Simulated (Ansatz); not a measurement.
The cluster TaO4H3. The state is a singlet with charge 0. Geometry PBE-D4/def2-SVP; atoms count from 1.

```xyz
8

Ta    0.051   -0.294   -0.078
O    -0.154    1.658   -0.557
O    -0.162    1.738    0.913
O    -1.105   -1.481   -1.028
O     1.707   -0.710   -0.377
H     0.697    2.179    1.112
H    -0.085   -0.839    1.615
H    -0.950   -2.252   -1.600
```

In the def2 sets Ta takes a core potential; there is no spin–orbit coupling. The structure holds one bond between oxygen atoms, so isomers without such links may lie far lower. No other spin state of charge 0 was run. Another isomer (singlet) lies 0.40 eV lower at PBE0-D4/def2-TZVP; other spin states weren't run for this one.

Q: Estimate the Mulliken populations from the PBE0/def2-TZVP orbitals of Ansatz.

A: 
```tsv
atom	charge (e)	d electrons
Ta1	1.20	2.70
O2	-0.36	–
O3	-0.29	–
O4	-0.66	–
O5	-0.51	–
H6	0.38	–
H7	-0.11	–
H8	0.36	–
```
Mulliken values and Mayer orders depend strongly on the basis.

Q: And the Mayer bond orders between bonded heavy atoms (over 0.3)?

A: Ta1–O2 0.81 (2.02 Å); Ta1–O3 0.34 (2.27 Å); Ta1–O4 1.10 (1.91 Å); Ta1–O5 2.19 (1.73 Å); O2–O3 0.86 (1.47 Å).
